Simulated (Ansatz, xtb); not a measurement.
## Two conformers of FH6PSi2

Structure X: `F[SiH2]P[SiH3]`, a singlet. Structure Y: `F[SiH2]P[SiH3]`, a singlet. Both are isolated molecules in the gas phase, relaxed with PBE-D3(BJ)/def2-SVP.

X (Å):

```xyz
10

F    -0.4925   -0.2132    3.1718
P    -0.3572    1.3802    0.3761
Si   -1.2211   -0.2416    1.7014
Si   -1.9990    1.0441   -1.1736
H    -2.6818    0.0557    1.8946
H    -1.0343   -1.6192    1.1331
H     0.5720    0.4864   -0.2695
H    -2.5068   -0.3763   -1.2147
H    -1.4520    1.4055   -2.5253
H    -3.1443    1.9497   -0.8233
```

Y (Å):

```yaml
atoms:
  - { symbol: F, position_ang: [-1.9313, -0.9051, -0.8916] }
  - { symbol: P, position_ang: [0.8006, -0.3955, 0.6638] }
  - { symbol: Si, position_ang: [-0.4564, -0.2635, -1.2186] }
  - { symbol: Si, position_ang: [0.4063, 1.7472, 1.3381] }
  - { symbol: H, position_ang: [-0.6878, 1.1368, -1.7173] }
  - { symbol: H, position_ang: [0.2014, -1.0922, -2.2853] }
  - { symbol: H, position_ang: [2.0039, -0.0728, -0.0650] }
  - { symbol: H, position_ang: [1.2174, 2.0337, 2.5708] }
  - { symbol: H, position_ang: [-1.0567, 1.8319, 1.6741] }
  - { symbol: H, position_ang: [0.7273, 2.7722, 0.2837] }
```

Task: Which of the two would you expect CCSD(T)/def2-SVP + ΔMP2/def2-TZVPP electronic energies to favour?

Result: Too close to call at this level: CCSD(T)/def2-SVP + ΔMP2/def2-TZVPP gives E(Y) − E(X) = +0.67 kcal/mol.

The same difference at several levels:

```json
{"level": "PBE-D3(BJ)/def2-SVP", "geometry": "PBE-D3(BJ)/def2-SVP", "E(Y) − E(X) (kcal/mol)": "+0.49", "departure from the last row (kcal/mol)": "−0.18", "job, with rough time for the two": "optimisation, 60 s"}
{"level": "HF/def2-SVP", "geometry": "PBE-D3(BJ)/def2-SVP", "E(Y) − E(X) (kcal/mol)": "−0.39", "departure from the last row (kcal/mol)": "−1.06", "job, with rough time for the two": "part of the CCSD(T) run"}
{"level": "MP2/def2-SVP", "geometry": "PBE-D3(BJ)/def2-SVP", "E(Y) − E(X) (kcal/mol)": "+0.36", "departure from the last row (kcal/mol)": "−0.31", "job, with rough time for the two": "part of the CCSD(T) run"}
{"level": "CCSD(T)/def2-SVP", "geometry": "PBE-D3(BJ)/def2-SVP", "E(Y) − E(X) (kcal/mol)": "+0.32", "departure from the last row (kcal/mol)": "−0.35", "job, with rough time for the two": "single point"}
{"level": "CCSD(T)/def2-SVP + ΔMP2/def2-TZVPP", "geometry": "PBE-D3(BJ)/def2-SVP", "E(Y) − E(X) (kcal/mol)": "+0.67", "departure from the last row (kcal/mol)": "", "job, with rough time for the two": "single point, 24 s"}
```

The largest departure from CCSD(T)/def2-SVP + ΔMP2/def2-TZVPP is that of HF/def2-SVP, 1.06 kcal/mol. Levels run at GFN2-xTB geometries aren't shown. The last row adds to CCSD(T) the change of the MP2 difference between the two basis sets, here +0.35 kcal/mol.

With harmonic frequencies from PBE-D3(BJ)/def2-SVP (ideal gas, rigid rotor, one conformer each, 298.15 K, 1 atm): on the last row, ΔE + ΔZPE = +0.61 kcal/mol. A mode under 50 cm⁻¹ makes harmonic enthalpies and free energies unreliable, so none is given.

The correlated steps freeze 16 core orbitals. Codes used: Ansatz 0.2.0; the last row on 2 threads of Intel(R) Xeon(R) Platinum 8259CL CPU @ 2.50GHz (Skylake/Cascade Lake) on a shared host.
